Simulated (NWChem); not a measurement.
# SiH$_{2}$SF$_{2}$; SMILES F[SiH](F)S

```xyz
6

Si    -0.0021     0.4583     0.3611
F     -1.3477     1.0615    -0.2582
F      1.2384     1.2198    -0.3085
S     -0.0121    -1.6113    -0.1404
H      0.0501     0.7188     1.8113
H      1.1565    -1.8867     0.4804
```
Atoms are numbered in this order, from 1.

Results from NWChem. Coordinates come from a B3LYP/6-31G* (spherical d) optimisation. Level MN15/def2-SVP: energy and gradient on several grids; changes count from the extra-fine grid, which is no exact limit either.

Q: Which is the coarsest grid (coarse; xfine; medium; fine; xcoarse) from which on the energy stays within 500 μHa and each gradient component within 500 μHa/bohr of xfine?

A: medium.
```tsv
grid	size of the energy change (μHa)	largest change of a gradient component (μHa/bohr)	time, medium = 1 (rough)
xcoarse	50000	2000	about 1
coarse	800	700	about 1
medium	< 10	100	about 1
fine	< 10	< 30	about 1
xfine	< 10	< 30	2
```
